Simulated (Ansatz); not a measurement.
Ansatz (a program for electronic structure) input (HF/6-31G*):

Ansatz 0.2 input:
```yaml
crystal:
  periodic: [false, false, false]
  atoms:
    - {symbol: Si, position_ang: [0.39397924, -0.15365136, 0.00187397]}
    - {symbol: O, position_ang: [0.51941206, 1.34375019, 0.00675560]}
    - {symbol: O, position_ang: [-0.98293775, -1.00823294, -0.00853157]}
    - {symbol: H, position_ang: [-1.80750379, -0.53301888, -0.01202790]}
basis:
  gaussian:
    orbitals: 6-31G*
hamiltonian:
  xc: {name: HF}
magnetization: {spin_polarized: true, initial_magnetization: 1}
phonons: {temperatures: {t_min: 298.15, t_max: 298.15, t_step: 100}}
```

Output:

```
Functional definition: HF
integrals: 0.01 GiB planned
480 factors; integrals over basis functions are off by at most 3.3e-4 eV
mean field: 0.12 GiB planned
mean field evaluation 1: about -11946.7053 eV, gradient 3.5e1 eV
mean field evaluation 2: about -11946.7390 eV, gradient 3.5e1 eV
mean field evaluation 4: about -11951.7125 eV, gradient 3.6e0 eV
mean field evaluation 8: about -11951.8262 eV, gradient 5.1e-1 eV
mean field evaluation 16: about -11951.8320 eV, gradient 3.5e-5 eV
mean field evaluation 32: about -11948.8044 eV, gradient 8.9e0 eV
mean field evaluation 64: about -11951.8259 eV, gradient 5.6e-1 eV
mean field -11951.83195971 eV, -439.2217232767 hartree, gradient 3.5e-5 eV, S^2 0.761961; 0 other end points of the search recorded, 0 dependent functions left out
the calculation of the forces begins
reference -11951.83195971 eV, -439.2217232767 hartree; 16, 15 occupied and 35, 36 virtual orbitals, 480 factors
these checks for a lower state are left out or cut short: stability, starts, cluster_reference, orbital_swaps, neighbouring_geometries, increment
integrals: 0.01 GiB planned
480 factors; integrals over basis functions are off by at most 3.3e-4 eV
mean field: 0.12 GiB planned
mean field -11951.83185361 eV, -439.2217193776 hartree, gradient 3.7e-6 eV, S^2 0.762015; 0 other end points of the search recorded, 0 dependent functions left out
the calculation of the forces begins
reference -11951.83185361 eV, -439.2217193776 hartree; 16, 15 occupied and 35, 36 virtual orbitals, 480 factors
these checks for a lower state are left out or cut short: stability, starts, cluster_reference, orbital_swaps, neighbouring_geometries, increment
integrals: 0.01 GiB planned
480 factors; integrals over basis functions are off by at most 3.3e-4 eV
mean field: 0.12 GiB planned
mean field -11951.83185230 eV, -439.2217193294 hartree, gradient 3.0e-6 eV, S^2 0.761908; 0 other end points of the search recorded, 0 dependent functions left out
the calculation of the forces begins
reference -11951.83185230 eV, -439.2217193294 hartree; 16, 15 occupied and 35, 36 virtual orbitals, 480 factors
these checks for a lower state are left out or cut short: stability, starts, cluster_reference, orbital_swaps, neighbouring_geometries, increment
integrals: 0.01 GiB planned
480 factors; integrals over basis functions are off by at most 3.3e-4 eV
mean field: 0.12 GiB planned
mean field -11951.83184999 eV, -439.2217192445 hartree, gradient 5.0e-6 eV, S^2 0.762084; 0 other end points of the search recorded, 0 dependent functions left out
the calculation of the forces begins
reference -11951.83184999 eV, -439.2217192445 hartree; 16, 15 occupied and 35, 36 virtual orbitals, 480 factors
these checks for a lower state are left out or cut short: stability, starts, cluster_reference, orbital_swaps, neighbouring_geometries, increment
integrals: 0.01 GiB planned
480 factors; integrals over basis functions are off by at most 3.3e-4 eV
mean field: 0.12 GiB planned
mean field -11951.83184852 eV, -439.2217191907 hartree, gradient 4.6e-6 eV, S^2 0.761842; 0 other end points of the search recorded, 0 dependent functions left out
the calculation of the forces begins
reference -11951.83184852 eV, -439.2217191907 hartree; 16, 15 occupied and 35, 36 virtual orbitals, 480 factors
these checks for a lower state are left out or cut short: stability, starts, cluster_reference, orbital_swaps, neighbouring_geometries, increment
integrals: 0.01 GiB planned
480 factors; integrals over basis functions are off by at most 3.3e-4 eV
mean field: 0.12 GiB planned
mean field evaluation 96: about -11951.8319 eV, gradient 6.7e-2 eV
mean field -11951.83194994 eV, -439.2217229178 hartree, gradient 2.5e-6 eV, S^2 0.761948; 0 other end points of the search recorded, 0 dependent functions left out
the calculation of the forces begins
reference -11951.83194994 eV, -439.2217229178 hartree; 16, 15 occupied and 35, 36 virtual orbitals, 480 factors
these checks for a lower state are left out or cut short: stability, starts, cluster_reference, orbital_swaps, neighbouring_geometries, increment
integrals: 0.01 GiB planned
480 factors; integrals over basis functions are off by at most 3.3e-4 eV
mean field: 0.12 GiB planned
mean field -11951.83195017 eV, -439.2217229261 hartree, gradient 2.6e-6 eV, S^2 0.761975; 0 other end points of the search recorded, 0 dependent functions left out
the calculation of the forces begins
reference -11951.83195017 eV, -439.2217229261 hartree; 16, 15 occupied and 35, 36 virtual orbitals, 480 factors
these checks for a lower state are left out or cut short: stability, starts, cluster_reference, orbital_swaps, neighbouring_geometries, increment
integrals: 0.01 GiB planned
480 factors; integrals over basis functions are off by at most 3.3e-4 eV
mean field: 0.12 GiB planned
mean field -11951.83186299 eV, -439.2217197224 hartree, gradient 3.6e-6 eV, S^2 0.761850; 0 other end points of the search recorded, 0 dependent functions left out
the calculation of the forces begins
reference -11951.83186299 eV, -439.2217197224 hartree; 16, 15 occupied and 35, 36 virtual orbitals, 480 factors
these checks for a lower state are left out or cut short: stability, starts, cluster_reference, orbital_swaps, neighbouring_geometries, increment
integrals: 0.01 GiB planned
480 factors; integrals over basis functions are off by at most 3.3e-4 eV
mean field: 0.12 GiB planned
mean field -11951.83186413 eV, -439.2217197642 hartree, gradient 3.5e-6 eV, S^2 0.762075; 0 other end points of the search recorded, 0 dependent functions left out
the calculation of the forces begins
reference -11951.83186413 eV, -439.2217197642 hartree; 16, 15 occupied and 35, 36 virtual orbitals, 480 factors
these checks for a lower state are left out or cut short: stability, starts, cluster_reference, orbital_swaps, neighbouring_geometries, increment
integrals: 0.01 GiB planned
480 factors; integrals over basis functions are off by at most 3.3e-4 eV
mean field: 0.12 GiB planned
mean field -11951.83174354 eV, -439.2217153325 hartree, gradient 2.9e-6 eV, S^2 0.761926; 0 other end points of the search recorded, 0 dependent functions left out
the calculation of the forces begins
reference -11951.83174354 eV, -439.2217153325 hartree; 16, 15 occupied and 35, 36 virtual orbitals, 480 factors
these checks for a lower state are left out or cut short: stability, starts, cluster_reference, orbital_swaps, neighbouring_geometries, increment
integrals: 0.01 GiB planned
480 factors; integrals over basis functions are off by at most 3.3e-4 eV
mean field: 0.12 GiB planned
mean field evaluation 128: about -11951.7745 eV, gradient 2.6e-1 eV
mean field -11951.83174189 eV, -439.2217152721 hartree, gradient 3.3e-6 eV, S^2 0.761996; 0 other end points of the search recorded, 0 dependent functions left out
the calculation of the forces begins
reference -11951.83174189 eV, -439.2217152721 hartree; 16, 15 occupied and 35, 36 virtual orbitals, 480 factors
these checks for a lower state are left out or cut short: stability, starts, cluster_reference, orbital_swaps, neighbouring_geometries, increment
integrals: 0.01 GiB planned
480 factors; integrals over basis functions are off by at most 3.3e-4 eV
mean field: 0.12 GiB planned
mean field -11951.83191386 eV, -439.2217215916 hartree, gradient 2.9e-6 eV, S^2 0.761947; 0 other end points of the search recorded, 0 dependent functions left out
the calculation of the forces begins
reference -11951.83191386 eV, -439.2217215916 hartree; 16, 15 occupied and 35, 36 virtual orbitals, 480 factors
these checks for a lower state are left out or cut short: stability, starts, cluster_reference, orbital_swaps, neighbouring_geometries, increment
integrals: 0.01 GiB planned
480 factors; integrals over basis functions are off by at most 3.3e-4 eV
mean field: 0.12 GiB planned
mean field -11951.83191412 eV, -439.2217216012 hartree, gradient 2.8e-6 eV, S^2 0.761975; 0 other end points of the search recorded, 0 dependent functions left out
the calculation of the forces begins
reference -11951.83191412 eV, -439.2217216012 hartree; 16, 15 occupied and 35, 36 virtual orbitals, 480 factors
these checks for a lower state are left out or cut short: stability, starts, cluster_reference, orbital_swaps, neighbouring_geometries, increment
integrals: 0.01 GiB planned
480 factors; integrals over basis functions are off by at most 3.3e-4 eV
mean field: 0.12 GiB planned
mean field -11951.83181734 eV, -439.2217180445 hartree, gradient 2.6e-6 eV, S^2 0.761956; 0 other end points of the search recorded, 0 dependent functions left out
the calculation of the forces begins
reference -11951.83181734 eV, -439.2217180445 hartree; 16, 15 occupied and 35, 36 virtual orbitals, 480 factors
these checks for a lower state are left out or cut short: stability, starts, cluster_reference, orbital_swaps, neighbouring_geometries, increment
integrals: 0.01 GiB planned
480 factors; integrals over basis functions are off by at most 3.3e-4 eV
mean field: 0.12 GiB planned
mean field evaluation 160: about -11951.8318 eV, gradient 2.9e-6 eV
mean field -11951.83182001 eV, -439.2217181428 hartree, gradient 2.9e-6 eV, S^2 0.761966; 0 other end points of the search recorded, 0 dependent functions left out
the calculation of the forces begins
reference -11951.83182001 eV, -439.2217181428 hartree; 16, 15 occupied and 35, 36 virtual orbitals, 480 factors
these checks for a lower state are left out or cut short: stability, starts, cluster_reference, orbital_swaps, neighbouring_geometries, increment
integrals: 0.01 GiB planned
480 factors; integrals over basis functions are off by at most 3.3e-4 eV
mean field: 0.12 GiB planned
mean field -11951.83193510 eV, -439.2217223723 hartree, gradient 2.9e-6 eV, S^2 0.761967; 0 other end points of the search recorded, 0 dependent functions left out
the calculation of the forces begins
reference -11951.83193510 eV, -439.2217223723 hartree; 16, 15 occupied and 35, 36 virtual orbitals, 480 factors
these checks for a lower state are left out or cut short: stability, starts, cluster_reference, orbital_swaps, neighbouring_geometries, increment
integrals: 0.01 GiB planned
480 factors; integrals over basis functions are off by at most 3.3e-4 eV
mean field: 0.12 GiB planned
mean field -11951.83193512 eV, -439.2217223730 hartree, gradient 1.9e-6 eV, S^2 0.761955; 0 other end points of the search recorded, 0 dependent functions left out
the calculation of the forces begins
reference -11951.83193512 eV, -439.2217223730 hartree; 16, 15 occupied and 35, 36 virtual orbitals, 480 factors
Total energy: -11951.83195971 eV, -439.2217232767 hartree
Atom 0 at     0.393979    -0.153651     0.001874 Å, force     0.000126    -0.000223     0.000000 eV/Å
Atom 1 at     0.519412     1.343750     0.006756 Å, force    -0.000036     0.000158     0.000000 eV/Å
Atom 2 at    -0.982938    -1.008233    -0.008532 Å, force     0.000210     0.000006     0.000001 eV/Å
Atom 3 at    -1.807504    -0.533019    -0.012028 Å, force    -0.000299     0.000059    -0.000002 eV/Å
Dipole moment:    -0.274231    -0.560047    -0.003153 e Å
Vibrations: 328.74 445.92 862.98 944.40 1306.20 4070.00 cm⁻¹, zero-point energy 0.493348 eV
```

The blocks after the first are displaced geometries, from whose forces the wavenumbers follow.
